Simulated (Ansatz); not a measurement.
Ansatz results at the PBE0-D4/def2-TZVP geometry: size of the dipole moment (B3LYP/def2-TZVPP) 1.38 D; HOMO–LUMO gap (PBE/def2-TZVPP) 2.35 eV; LUMO energy (ωB97M-V/def2-TZVPP) -0.33 eV.

**Question.** Which molecule gave them?
A. `C=[N][InH2]`
B. `[CH2]1[O][SbH]1`
C. `ClCCCl`
D. `[NH]1[AlH][GeH2]1`

**Answer.** A. The others give `ClCCCl`: 0.00, 6.40, 2.52; `[NH]1[AlH][GeH2]1`: 1.02, 3.87, 0.61; `[CH2]1[O][SbH]1`: 2.06, 3.45, 0.14.

B3LYP here is the variant with VWN-RPA as its local correlation; programs differ in this.
